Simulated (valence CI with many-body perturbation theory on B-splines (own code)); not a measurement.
## Energy levels of Nb18+

Method: relativistic CI+MBPT: five valence electrons over a frozen Dirac-Fock core [Ar], radial functions for each j: 7 s, 7 p, 8 d, 6 f, 4 g, 1 h, with the one-electron correlation potential Σ1 (screened to all orders), the two-electron term Σ2, the three-electron term Σ3, Breit, model QED; selected single and double excitations, second order for the rest, scaled by the run's own slope (own B-spline code, finite nucleus).

No measured spectrum was set against this ion. As an estimate, terms of the open shell hold to 2 to 4 % of their energy, and close levels can change places. Only levels of the ground parity were solved; by the run's estimate the other parity begins above the list, which can be wrong where configurations are misplaced.

Levels 1 to 37 of 37, with energies above the lowest level, 3d5 6S_5/2. "Leading %" is the weight of the configuration and term that name the level; weights of strongly mixed levels are sums over their largest components and can fall short. Lifetimes count E1, E2, E3, M1 and M2 decay at the calculated energies, and are blank where another channel may lead or the interval is too uncertain; long ones can be off by a factor of two.

| No. | Configuration | Term | J | E (cm⁻¹) | Leading % | g | Lifetime |
| --- | --- | --- | --- | --- | --- | --- | --- |
| 1 | 3d5 | 6S | 5/2 | 0 | 94 | 1.976 |  |
| 2 | 3d5 | 4G | 5/2 | 84511 | 44 | 0.965 | 1.87 ms |
| 3 | 3d5 | 4G | 7/2 | 93267 | 84 | 1.024 | 49.8 ms |
| 4 | 3d5 | 4G | 11/2 | 94061 | 92 | 1.254 |  |
| 5 | 3d5 | 4G | 9/2 | 96436 | 95 | 1.169 | 598 ms |
| 6 | 3d5 | 4G | 5/2 | 96492 | 40 | 1.114 | 1.10 ms |
| 7 | 3d5 | 4P | 3/2 | 98340 | 56 | 1.472 | 945 μs |
| 8 | 3d5 | 4P | 1/2 | 105360 | 74 | 2.019 | 58.2 ms |
| 9 | 3d5 | 4D | 7/2 | 115120 | 84 | 1.372 | 5.08 ms |
| 10 | 3d5 | 4D | 5/2 | 123730 | 54 | 1.357 | 1.34 ms |
| 11 | 3d5 | 4D | 1/2 | 125260 | 76 | 0.623 | 3.12 ms |
| 12 | 3d5 | 4D | 3/2 | 128500 | 56 | 1.367 | 1.21 ms |
| 13 | 3d5 | 2I | 11/2 | 134420 | 81 | 0.960 | 4.48 ms |
| 14 | 3d5 | 2I | 13/2 | 141630 | 100 | 1.075 | 50.3 ms |
| 15 | 3d5 | 2F | 5/2 | 146540 | 31 | 1.098 | 426 μs |
| 16 | 3d5 | 2D | 3/2 | 147580 | 57 | 0.681 | 1.10 ms |
| 17 | 3d5 | 2F | 7/2 | 147810 | 46 | 1.132 | 4.24 ms |
| 18 | 3d5 | 4F | 9/2 | 150840 | 44 | 1.189 | 3.39 ms |
| 19 | 3d5 | 4F | 5/2 | 161780 | 64 | 1.021 | 1.88 ms |
| 20 | 3d5 | 2H | 9/2 | 167840 | 56 | 1.078 | 928 μs |
| 21 | 3d5 | 2F | 7/2 | 170850 | 44 | 1.164 | 756 μs |
| 22 | 3d5 | 4F | 3/2 | 173980 | 56 | 0.598 | 1.23 ms |
| 23 | 3d5 | 2G | 7/2 | 177520 | 70 | 0.964 | 1.83 ms |
| 24 | 3d5 | 2F | 5/2 | 183260 | 70 | 0.953 | 980 μs |
| 25 | 3d5 | 2H | 11/2 | 185170 | 79 | 1.067 |  |
| 26 | 3d5 | 2G | 9/2 | 191720 | 52 | 1.081 | 1.53 ms |
| 27 | 3d5 | 2F | 7/2 | 192610 | 68 | 1.144 | 1.61 ms |
| 28 | 3d5 | 2F | 5/2 | 197530 | 44 | 1.023 | 471 μs |
| 29 | 3d5 | 2S | 1/2 | 203120 | 93 | 1.979 | 684 μs |
| 30 | 3d5 | 2D | 3/2 | 226300 | 97 | 0.806 | 488 μs |
| 31 | 3d5 | 2D | 5/2 | 234420 | 84 | 1.161 | 410 μs |
| 32 | 3d5 | 2G | 9/2 | 251910 | 99 | 1.109 |  |
| 33 | 3d5 | 2G | 7/2 | 255530 | 95 | 0.899 | 683 μs |
| 34 | 3d5 | 2P | 3/2 | 298310 | 88 | 1.270 |  |
| 35 | 3d5 | 2P | 1/2 | 305440 | 96 | 0.705 |  |
| 36 | 3d5 | 2D | 5/2 | 330180 | 99 | 1.197 |  |
| 37 | 3d5 | 2D | 3/2 | 335650 | 88 | 0.856 |  |

Names give the largest LS component (configuration and term), which can be under half, so a name can repeat, a term be missing and a line seem to break the LS rules; names also repeat where a configuration has a term twice.

The ionisation energy to 3d4 5D_0 of the next ion comes out as 757.57 eV (NIST: 758 ± 3 eV (theoretical)). All 37 levels together are meant to be complete up to 349090 cm⁻¹.
